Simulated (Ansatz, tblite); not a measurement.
Cost and result up the ladder for SiHF3 (5 atoms). Charge 0, multiplicity 1. Geometry: PBE0-D4/def2-TZVP.

Cartesian coordinates in Å:
```
Si -0.0135 -0.0039 0.0383
H -0.4952 -0.1426 1.4113
F -1.1724 -0.2840 -0.9874
F 1.1527 -1.0201 -0.2464
F 0.5284 1.4506 -0.2157
```

Ansatz on 4 threads of Arm Neoverse V1 on a shared host; xTB runs through tblite on one thread. Times are rough, summed over both states, and most runs start from the orbitals of an earlier one. CCSD(T)/def2-TZVPP serves as the yardstick here, not as an exact answer. The other state is a doublet.

The xTB rows come from tblite. Correlated methods freeze 8 core orbitals.

Raw xTB energies of ions are shifted by several eV.

| level | functions | wall time | vertical IE (eV) | difference from CCSD(T)/def2-TZVPP (eV) |
| --- | --- | --- | --- | --- |
| GFN2-xTB | 22 | 0.004 s | 17.28 | 2.80 |
| GFN1-xTB | 23 | 0.006 s | 17.48 | 3.00 |
| PBE-D4/def2-TZVP (with forces) | 136 | 2.3 s | 13.47 | -1.01 |
| PBE0-D4/def2-TZVP | 136 | 2.6 s | 14.07 | -0.41 |
| r2SCAN-D4/def2-TZVP | 136 | 5.3 s | 13.74 | -0.74 |
| CCSD(T)/def2-TZVPP | 149 | 78 s | 14.48 | 0.00 |
